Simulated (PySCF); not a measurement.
C₂H₆BeO. Atoms are numbered in the order given.

```xyz
10

Be     0.2059    -0.8305     0.0000
C      0.6586     0.7953     0.0000
C     -0.5040     1.8053     0.0000
H      1.3087     0.9842     0.8763
H      1.3087     0.9842    -0.8763
H     -1.1506     1.6830    -0.8856
H     -1.1506     1.6830     0.8856
H     -0.1525     2.8516     0.0000
O     -0.1515    -2.1881     0.0000
H     -0.7025    -2.9626     0.0000
```

Coordinates come from a ωB97X-D3(BJ)/def2-SVP optimisation. The geometry has at least one imaginary mode, so it is a saddle point at that level. Other conformers were not sampled.

Level of theory: PBE0/pcSseg-1 (PySCF).

GIAO shieldings, no solvent; atoms alike by connectivity are averaged. δ = σ(ref) − σ: ¹³C against TMS (σ = 186.3 ppm); ¹H against TMS (σ = 31.56 ppm); ¹⁷O against H2O (σ = 334.2 ppm), references at their B3LYP-D3(BJ)/def2-TZVP geometries, non-relativistic.

Computed chemical shifts:
```
nucleus       atoms  count  δ (ppm)
-------  ----------  -----  -------
¹³C              C3      1     12.9
¹³C              C2      1     -5.2
¹H              H10      1     2.19
¹H       H6, H7, H8      3     1.35
¹H           H4, H5      2     0.23
¹⁷O              O9      1     35.0
```
